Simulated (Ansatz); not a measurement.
The cluster B2F4, relaxed as a singlet with RKS PBE0-D4/def2-SVP in Ansatz, starting from the GFN1-xTB geometry. Force threshold 0.02 eV/Å.

The structure comes from a short search, and lower isomers may exist.

Start:

Cartesian coordinates in Å:
```
B 0.082 -0.679 -0.470
B -0.081 0.678 0.472
F -1.248 1.282 0.674
F -0.482 -1.843 -0.168
F 0.944 1.256 1.089
F 0.786 -0.694 -1.597
```

```
step  energy (eV)  largest force component (eV/Å)  SCF passes
   1  -12204.5670                           1.747          24
   2  -12204.6215                           0.689          28
   3  -12204.6271                           0.263          28
   4  -12204.6316                           0.008          28
```

Force components are those of the run's own axes.

End:

```xyz
6

B     0.085   -0.704   -0.489
B    -0.084    0.704    0.490
F    -1.254    1.282    0.672
F    -0.485   -1.846   -0.162
F     0.950    1.255    1.093
F     0.789   -0.691   -1.603
```

By distances, no bond broke or formed. The bond that changes most is B1–B2, from 1.66 to 1.72 Å (atoms count from 1).

No frequencies were taken in this run, so the end may be a saddle point.

Run time 3.6 s (4 threads of Arm Neoverse V1 on a shared host).
